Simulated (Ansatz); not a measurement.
**Two structures, one formula**

The two ends of one reaction step of HfHClF4, closed shell (PBE0-D4/def2-TZVP).

A:

```
atom    x (Å)    y (Å)    z (Å)
 Hf1  -0.4412  -0.6666   0.0915
  F2   1.4208  -0.7346  -0.3697
  F3  -0.9359  -2.4939   0.1677
  F4  -1.5812   0.0598  -1.2474
  F5  -0.8165  -0.0181   1.8402
  H6   1.7558   1.6878  -0.3850
 Cl7   0.5982   2.1655  -0.0972
```

B:

```xyz
7
angstrom
Hf -0.6505 -0.1446 -0.0434
F 1.7128 -0.2738 0.5191
F -0.2492 -1.8268 -0.8141
F -2.4372 0.1374 -0.5831
F -0.7922 -0.1805 1.8443
H 1.9910 0.5131 0.0891
Cl 0.4253 1.7753 -1.0120
```

Computed with Ansatz 0.2.0 (basis: def2-TZVPP); correlated methods freeze the cores. Core potentials replace the inner electrons of the atoms past krypton. B3LYP uses VWN-RPA correlation.

Problem. Which structure is lower at CCSD(T), and by how much? (To be estimated.)

Solution. The calculation gives: B, by 0.012 eV (electronic energy, against the other); a gap this small isn't resolved in one triple-zeta basis. By their contacts, A is HfHClF₄ ([F][Hf]([F])([F])([F])[ClH]) and B is HfHClF₄ ([F][Hf]([F])([F])([FH])[Cl]).

Problem. Do the other methods give the same order? (A judgement: the text doesn't fix the answer.)

Solution. The calculation gives: Not all: PBE-D4, BLYP-D4, r2SCAN-D4, B97M-V, B3LYP-D4, BHLYP-D4, CAM-B3LYP-D4, wB97X-V, wB97M-V, B2PLYP, RPA on PBE, HF, CCSD give the other order.

```
      method  E(B) − E(A) (eV)
       SPW92            -0.054
      PBE-D4             0.043
     BLYP-D4             0.117
   r2SCAN-D4             0.009
      B97M-V             0.018
     PBE0-D4            -0.012
    B3LYP-D4             0.065
  r2SCAN0-D4            -0.034
    BHLYP-D4             0.013
CAM-B3LYP-D4             0.070
     wB97X-V             0.058
     wB97M-V             0.022
      B2PLYP             0.035
    PBE-QIDH            -0.047
  RPA on PBE             0.037
          HF             0.004
         MP2            -0.042
        CCSD             0.000
     CCSD(T)            -0.012
```

The T1 diagnostic stays at or below 0.016.

Labels in which every atom is bracketed show which atoms are joined, not bond orders.

For scale, one of the runs: CCSD(T)/def2-TZVPP, 236 basis functions, launched by `ansatz run in.yaml --threads 8 --pin off --events-out ev --progress --plain --max-ram 19148MiB`. The run took 3.3 min on 8 CPU threads of an Arm Neoverse V1 (shared host), with 5.5 GiB of host memory at its peak.
